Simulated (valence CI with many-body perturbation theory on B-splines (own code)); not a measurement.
Tb XVI: calculated level list

Level of theory: relativistic CI+MBPT: four valence electrons over a frozen Dirac-Fock core [Kr] 4d10, radial functions for each j: 8 s, 8 p, 9 d, 9 f, 6 g, 3 h, 2 i, with the one-electron correlation potential Σ1, the two-electron term Σ2, the three-electron term Σ3, Breit, model QED; selected CI, second order for the rest, scaled by the run's own slope (own B-spline code, finite nucleus).

No measured spectrum was set against this ion. As an estimate, terms of the open shell hold to a few per cent of their energy, and close levels can change places; configurations with another count of f electrons can be misplaced by thousands of cm⁻¹. Core correlation moves these levels by up to 49000 cm⁻¹, and in measured spectra 5 to 20 % of such shifts remained as error; rates that hang on mixing are uncertain with them.

Levels 1 to 45 of 64, with energies above the lowest level, 4f⁴ ⁵I_4. "Leading %" is the weight of the configuration and term that name the level; weights of strongly mixed levels are sums over their largest components and can fall short.

| No. | Configuration | Term | J | E (cm⁻¹) | Leading % | g | Second component |
| --- | --- | --- | --- | --- | --- | --- | --- |
| 1 | 4f⁴ | ⁵I | 4 | 0.0 | 95 | 0.609 | 5 % 4f⁴ ³H |
| 2 | 4f⁴ | ⁵I | 5 | 3744 | 97 | 0.902 |  |
| 3 | 4f⁴ | ⁵I | 6 | 7616 | 97 | 1.068 |  |
| 4 | 4f⁴ | ⁵I | 7 | 11483 | 95 | 1.170 |  |
| 5 | 4f⁴ | ⁵I | 8 | 15283 | 91 | 1.237 | 8 % 4f⁴ ³K |
| 6 | 4f⁴ | ⁵F | 1 | 23034 | 92 | 0.041 | 8 % 4f⁴ ³D |
| 7 | 4f⁴ | ⁵F | 2 | 23676 | 84 | 1.017 | 8 % 4f⁴ ³D |
| 8 | 4f⁴ | ⁵F | 3 | 25916 | 90 | 1.229 |  |
| 9 | 4f⁴ | ⁵S | 2 | 27109 | 86 | 1.914 | 10 % 4f⁴ ³P |
| 10 | 4f⁴ | ⁵F | 4 | 27367 | 62 | 1.216 | 16 % 4f⁴ ³G |
| 11 | 4f⁴ | ³K | 6 | 29532 | 96 | 0.862 |  |
| 12 | 4f⁴ | ⁵F | 5 | 31040 | 79 | 1.350 | 13 % 4f⁴ ³G |
| 13 | 4f⁴ | ³H | 4 | 31644 | 40 | 1.040 | 31 % 4f⁴ ⁵F |
| 14 | 4f⁴ | ⁵G | 2 | 32102 | 85 | 0.396 | 12 % 4f⁴ ³F |
| 15 | 4f⁴ | ³K | 7 | 32103 | 70 | 0.987 | 25 % 4f⁴ ³L |
| 16 | 4f⁴ | ⁵G | 3 | 33071 | 65 | 0.882 | 28 % 4f⁴ ³G |
| 17 | 4f⁴ | ³K | 8 | 35229 | 50 | 1.071 | 21 % 4f⁴ ³L |
| 18 | 4f⁴ | ³H | 5 | 37104 | 48 | 1.156 | 24 % 4f⁴ ⁵G |
| 19 | 4f³5s | ⁵I° | 4 | 37958 | 95 | 0.608 | 5 % 4f³5s ³H° |
| 20 | 4f⁴ | ⁵G | 4 | 38149 | 72 | 1.064 | 22 % 4f⁴ ³H |
| 21 | 4f⁴ | ³G | 3 | 39850 | 66 | 0.820 | 28 % 4f⁴ ⁵G |
| 22 | 4f⁴ | ³D | 2 | 40757 | 50 | 1.196 | 17 % 4f⁴ ³P |
| 23 | 4f³5s | ⁵I° | 5 | 41239 | 92 | 0.901 |  |
| 24 | 4f⁴ | ⁵G | 5 | 42436 | 65 | 1.182 | 32 % 4f⁴ ³H |
| 25 | 4f⁴ | ³L | 7 | 42540 | 73 | 0.913 | 25 % 4f⁴ ³K |
| 26 | 4f⁴ | ⁵G | 6 | 43104 | 56 | 1.256 | 41 % 4f⁴ ³H |
| 27 | 4f⁴ | ³P | 1 | 43357 | 53 | 1.014 | 40 % 4f⁴ ³D |
| 28 | 4f⁴ | ³L | 8 | 44688 | 38 | 1.008 | 31 % 4f⁴ ³M |
| 29 | 4f⁴ | ³M | 8 | 45477 | 33 | 0.970 | 33 % 4f⁴ ¹L |
| 30 | 4f³5s | ⁵I° | 6 | 45508 | 95 | 1.070 |  |
| 31 | 4f⁴ | ³L | 9 | 46018 | 65 | 1.074 | 35 % 4f⁴ ³M |
| 32 | 4f⁴ | ³G | 4 | 46420 | 40 | 1.070 | 18 % 4f⁴ ³F |
| 33 | 4f⁴ | ³P | 0 | 46565 | 100 |  |  |
| 34 | 4f⁴ | ¹D | 2 | 46786 | 41 | 1.031 | 32 % 4f⁴ ³F |
| 35 | 4f⁴ | ³H | 6 | 46832 | 54 | 1.226 | 41 % 4f⁴ ⁵G |
| 36 | 4f⁴ | ³D | 3 | 46917 | 76 | 1.288 | 16 % 4f⁴ ³F |
| 37 | 4f⁴ | ³F | 4 | 49179 | 54 | 1.172 | 30 % 4f⁴ ³G |
| 38 | 4f³5s | ⁵I° | 7 | 50178 | 97 | 1.175 |  |
| 39 | 4f⁴ | ³I | 5 | 50442 | 57 | 0.943 | 17 % 4f⁴ ¹H |
| 40 | 4f⁴ | ³D | 1 | 52323 | 49 | 0.963 | 46 % 4f⁴ ³P |
| 41 | 4f⁴ | ³F | 2 | 52606 | 72 | 0.723 | 10 % 4f⁴ ¹D |
| 42 | 4f⁴ | ³G | 5 | 52714 | 57 | 1.097 | 28 % 4f⁴ ³I |
| 43 | 4f⁴ | ³F | 2 | 53621 | 45 | 1.082 | 39 % 4f⁴ ³P |
| 44 | 4f⁴ | ³M | 9 | 53781 | 65 | 1.045 | 35 % 4f⁴ ³L |
| 45 | 4f⁴ | ³I | 6 | 54161 | 85 | 1.034 | 10 % 4f⁴ ³H |

Names give the largest LS component (configuration and term), which can be under half, so a name can repeat, a term be missing and a line seem to break the LS rules; names also repeat where a configuration has a term twice.

Where two levels of one J and parity lie close, their mixing, g and order are uncertain.

The ionisation energy to 4f³ ⁴I°9/2 of the next ion comes out as 318.66 eV (NIST: 325 ± 16 eV (theoretical)). All 64 levels together are meant to be complete up to 65257 cm⁻¹.
